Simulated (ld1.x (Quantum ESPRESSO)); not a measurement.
# LDA (PZ) TM dataset for Ca (Z = 20), scalar-relativistic all-electron reference.

Ca (Z = 20), norm-conserving Troullier–Martins (Kleinman–Bylander form), made with ld1.x (Quantum ESPRESSO) 7.5 (LDA (PZ), scalar-relativistic). Core [Ne], reference 3s2 3p6 3d0 4s2 4p0. Waves: 3s (bound): rc 1.80 bohr; 3p (bound): rc 1.85 bohr; 3d (bound, empty): rc 1.90 bohr. Local part: all-electron potential smoothed inside 1.90 bohr (lloc = -1). Core correction: none.

Occupied shells without a wave of their own: 4s. They enter only through the test configuration that unscreens the potential.

**Question.** Estimate the cutoffs (Ry, on a coarse ladder) from which the occupation-weighted sum of valence levels, in a spherical-Bessel basis at the reference potential, stays within 10 and 1 mRy of its value at 400 Ry.

**Answer.** 30 Ry and 55 Ry. The cutoffs count occupied waves only; the empty 3d level needs 45 Ry at the loose tolerance.

**Question.** What does a ghost test show?

**Answer.** No extra level below or beside the all-electron valence levels (s, p, d, f tested).

**Question.** Tests: 3s2 3p6 3d0 4s1 4p0; 3s2 3p6 3d0 4s0 4p0; 3s2 3p6 3d0 4s1.5 4p0; 3s2 3p6 3d0 4s0 4p1; 3s2 3p6 3d0.5 4s1.5 4p0; 3s1 3p6 3d0 4s2 4p0; 3s2 3p6 3d0 4s1 4p1. Which has the largest error in its energy relative to the reference configuration, and how large is it?

**Answer.** 3s2 3p6 3d0 4s0 4p0, with +842 meV (all-electron minus pseudo) on +18.41 eV.
